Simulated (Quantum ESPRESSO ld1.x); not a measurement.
Tc III, 41 electrons, occupied as [Kr] 4d5 (the NIST ground configuration).

All-electron calculation, scalar-relativistic Kohn-Sham, LDA (Slater exchange, Perdew-Zunger correlation), spin-polarised, spherical densities, point nucleus; open shells are filled with parallel spins first. Program: ld1.x of Quantum ESPRESSO 7.5.

Energy parts (eV):
part                      energy
total                 -116479.24
kinetic                120241.59
electron-nucleus      -280181.72
Hartree                 46823.98
exchange-correlation    -3363.09

Orbitals (lengths in bohr, moments of r in powers of bohr; <r^-3> diverges for s and p1/2; r(max) is where P^2 peaks):
| orbital | occ. | eigenvalue (eV) | <r> | r(max) | <r^4> | <r^-3> |
|---|---|---|---|---|---|---|
| 1s up | 1 | -20856.451 | 0.03432 | 0.022 | 6.542e-06 | - |
| 1s down | 1 | -20856.450 | 0.03432 | 0.022 | 6.542e-06 | - |
| 2s up | 1 | -2990.215 | 0.1498 | 0.127 | 0.001202 | - |
| 2s down | 1 | -2989.583 | 0.1498 | 0.127 | 0.001202 | - |
| 2p up | 3 | -2679.797 | 0.1304 | 0.101 | 0.0008596 | 2766 |
| 2p down | 3 | -2679.303 | 0.1304 | 0.101 | 0.0008593 | 2766 |
| 3s up | 1 | -533.568 | 0.4163 | 0.373 | 0.06091 | - |
| 3s down | 1 | -533.120 | 0.4161 | 0.373 | 0.06076 | - |
| 3p up | 3 | -431.713 | 0.4170 | 0.364 | 0.06666 | 467.8 |
| 3p down | 3 | -431.224 | 0.4169 | 0.364 | 0.06643 | 467.8 |
| 3d up | 5 | -266.369 | 0.3994 | 0.311 | 0.07070 | 62.65 |
| 3d down | 5 | -265.713 | 0.3992 | 0.311 | 0.07019 | 62.67 |
| 4s up | 1 | -90.732 | 1.059 | 0.952 | 2.440 | - |
| 4s down | 1 | -87.742 | 1.054 | 0.944 | 2.404 | - |
| 4p up | 3 | -62.826 | 1.172 | 1.02 | 3.915 | 70.56 |
| 4p down | 3 | -59.652 | 1.167 | 1.01 | 3.883 | 71.73 |
| 4d up | 5 | -23.861 | 1.609 | 1.27 | 17.40 | 5.256 |
| 4d down | 0 | -20.622 | 1.641 | 1.26 | 20.12 | 5.191 |
| 5s up | 0 | -19.367 | 2.756 | 2.47 | 106.7 | - |
| 5s down | 0 | -17.302 | 2.883 | 2.55 | 130.5 | - |
| 5p up | 0 | -13.671 | 3.278 | 2.92 | 218.4 | 8.772 |
| 5p down | 0 | -12.184 | 3.494 | 3.06 | 285.7 | 7.153 |

The highest occupied level is 4d up at -23.861 eV. Summed over all electrons, <r^2> = 31.04 bohr^2, which gives a Langevin (diamagnetic) susceptibility term of -24.6 x 10^-6 cm^3/mol. For comparison, the ionisation energy in NIST's Atomic Spectra Database is 29.550 eV (semi-empirical). In exact Kohn-Sham theory the highest level is minus the ionisation energy, but local and semilocal functionals leave it too shallow, through self-interaction and a potential that decays too fast; potentials with the right tail come closer.
